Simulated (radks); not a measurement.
Ce+, 57 electrons, occupied as [Xe] 4f1 5d2.

Calculated with a radial shooting solver on a logarithmic mesh with Libxc functionals: Dirac Kohn-Sham, LDA (Slater exchange, Perdew-Wang correlation), spin-unpolarised, spherical densities, finite nucleus; open shells are shared between the two j in proportion to 2j + 1; Fermi nuclear charge, rms radius 4.8771 fm.

Energy parts (hartree):
part                       energy
total                  -8857.9479
kinetic                 9499.9830
electron-nucleus      -21572.9068
Hartree                 3418.3224
exchange-correlation    -203.3465

Orbitals (lengths in bohr, moments of r in powers of bohr):
| orbital | occ. | eigenvalue (hartree) | <r^2> | small-component weight |
|---|---|---|---|---|
| 1s1/2 | 2 | -1477.101 | 0.0008221 | 4.60e-02 |
| 2s1/2 | 2 | -236.5737 | 0.01302 | 9.99e-03 |
| 2p1/2 | 2 | -223.4829 | 0.009541 | 1.00e-02 |
| 2p3/2 | 4 | -207.0918 | 0.01080 | 9.44e-03 |
| 3s1/2 | 2 | -51.03925 | 0.08887 | 3.06e-03 |
| 3p1/2 | 2 | -45.48026 | 0.08369 | 3.00e-03 |
| 3p3/2 | 4 | -42.26099 | 0.09125 | 2.84e-03 |
| 3d3/2 | 4 | -32.49859 | 0.07466 | 2.72e-03 |
| 3d5/2 | 6 | -31.80650 | 0.07681 | 2.67e-03 |
| 4s1/2 | 2 | -10.42877 | 0.4591 | 9.49e-04 |
| 4p1/2 | 2 | -8.36387 | 0.4901 | 8.83e-04 |
| 4p3/2 | 4 | -7.66734 | 0.5320 | 8.27e-04 |
| 4d3/2 | 4 | -4.27003 | 0.6340 | 6.82e-04 |
| 4d5/2 | 6 | -4.14806 | 0.6508 | 6.68e-04 |
| 4f5/2 | 0.428571 | -0.35860 | 1.621 | 3.42e-04 |
| 4f7/2 | 0.571429 | -0.34639 | 1.663 | 3.36e-04 |
| 5s1/2 | 2 | -1.64089 | 2.598 | 2.12e-04 |
| 5p1/2 | 2 | -1.07689 | 3.321 | 1.68e-04 |
| 5p3/2 | 4 | -0.97527 | 3.665 | 1.53e-04 |
| 5d3/2 | 0.8 | -0.27682 | 9.360 | 6.29e-05 |
| 5d5/2 | 1.2 | -0.26918 | 9.725 | 6.04e-05 |

The highest occupied level is 5d5/2 at -7.325 eV. Summed over all electrons, <r^2> = 59.33 bohr^2, which gives a Langevin (diamagnetic) susceptibility term of -47 x 10^-6 cm^3/mol. The electron density at the nucleus is 3.814e+05 e/bohr^3. For comparison, the ionisation energy in NIST's Atomic Spectra Database is 10.96 eV (semi-empirical). In exact Kohn-Sham theory the highest level is minus the ionisation energy, but local and semilocal functionals leave it too shallow, through self-interaction and a potential that decays too fast; potentials with the right tail come closer. The density falls to 0.001 e/bohr^3 at r = 4.38 bohr.

Beside tabulated values, note that spin-unpolarised runs miss the spin-polarisation part of the exchange energy of open shells.
